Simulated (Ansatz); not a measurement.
Input for Ansatz (a first-principles code): R-CCSDT(Q)/cc-pV(Q+d)Z on AlH (SMILES [AlH]), 2S+1 = 1, a spin state set in the input, which need not be the lowest. Files ending in .json are basis or fitting sets from the Basis Set Exchange.

Ansatz 0.2 input:
```yaml
crystal:
  periodic: [false, false, false]
  atoms:
    - {symbol: Al, position_ang: [-0.00000000, -0.00000000, -0.11870915]}
    - {symbol: H, position_ang: [0.00000000, 0.00000000, 1.54321891]}
basis:
  gaussian:
    orbitals: cc-pV_Q+d_Z.json
magnetization: {spin_polarized: false}
correlation: {method: ccsdt_q, electrons: outside_noble_gas}
scf: {omitted_lower_state_checks: [cluster_reference]}
```

The log:

```
WARN ansatz: RAYON_NUM_THREADS=2 ignored (pool sized by the plan → 2); use --threads N
Functional definition: HF
these checks for a lower state are left out or cut short: cluster_reference
integrals: 0.14 GiB planned
1013 factors; integrals over basis functions are off by at most 2.3e-7 eV
mean field: 0.15 GiB planned
mean field evaluation 1: about -6597.4440 eV, gradient 6.9e0 eV
mean field evaluation 2: about -6597.4441 eV, gradient 6.9e0 eV
mean field evaluation 4: about -6597.7805 eV, gradient 5.0e-1 eV
mean field evaluation 8: about -6597.7830 eV, gradient 3.3e-4 eV
mean field -6597.78300577 eV, -242.4640533240 hartree, gradient 1.8e-6 eV, S^2 0.000000; 0 other end points of the search recorded, 0 dependent functions left out; unrestricted orbitals would lower it
5 core orbitals not correlated
reference -6597.78300577 eV, -242.4640533240 hartree; 2, 2 occupied and 87, 87 virtual orbitals, 1013 factors
second order -1.79294423 eV of doubles, -0.00000000 eV of singles
coupled cluster: 0.41 GiB planned
cycle   1  -2.09900360 eV  change   -3.1e-1 eV  update   6.6e-2
cycle   2  -2.35483921 eV  change   -2.6e-1 eV  update   3.3e-2
cycle   3  -2.35618268 eV  change   -1.3e-3 eV  update   8.1e-3
cycle   4  -2.35930954 eV  change   -3.1e-3 eV  update   3.7e-3
cycle   5  -2.35948319 eV  change   -1.7e-4 eV  update   9.5e-4
cycle   6  -2.35891760 eV  change    5.7e-4 eV  update   4.0e-4
cycle   7  -2.35888853 eV  change    2.9e-5 eV  update   1.6e-4
cycle   8  -2.35898811 eV  change   -1.0e-4 eV  update   6.2e-5
cycle   9  -2.35896832 eV  change    2.0e-5 eV  update   2.1e-5
cycle  10  -2.35895902 eV  change    9.3e-6 eV  update   5.5e-6
cycle  11  -2.35895872 eV  change    3.1e-7 eV  update   1.8e-6
cycle  12  -2.35895944 eV  change   -7.2e-7 eV  update   5.8e-7
cycle  13  -2.35895965 eV  change   -2.1e-7 eV  update   1.7e-7
perturbative correction -0.00152025 eV, -0.0000558683 hartree
Total energy: -6600.14348567 eV, -242.5507993605 hartree
Checks for a lower state left out: cluster_reference
```

The calculation finished and met its thresholds.

Cost: roughly 7 core-seconds.
